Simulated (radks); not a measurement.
These are the eigenvalues of the occupied orbitals of an atom or ion with whole-number occupations (Ry). All-electron calculation, scalar-relativistic Kohn-Sham, exchange-only B88, spin-polarised, spherical densities, finite nucleus; Fermi nuclear charge, rms radius of each element as measured or else 0.836 A^(1/3) + 0.57 fm. Program: a radial shooting solver on a logarithmic mesh with Libxc functionals.

1s down: -1615.106
1s up: -1615.105
2s up: -234.3923
2s down: -234.3326
2p up: -210.2088
2p down: -210.1640
3s up: -43.31287
3s down: -43.28011
3p up: -35.37138
3p down: -35.33417
3d up: -22.59261
3d down: -22.53570
4s up: -8.18583
4s down: -7.87307
4p up: -5.96406
4p down: -5.62975
4d up: -2.78914

Which element is it, and in what charge state? The configuration may be excited. Open shells, if any, are filled with parallel spins first.

Answer. Z = 44, ruthenium, charge +3: Ru3+ in [Kr] 4d5. The list shows which subshells hold electrons but not how many an open one holds; the 1s level, -807.55 hartree, gives Z - s = 40.2 by -(Z - s)^2/2, which with screening and relativity narrows Z to a few neighbours, and the depths of the outer levels then fix element, charge and occupations together.
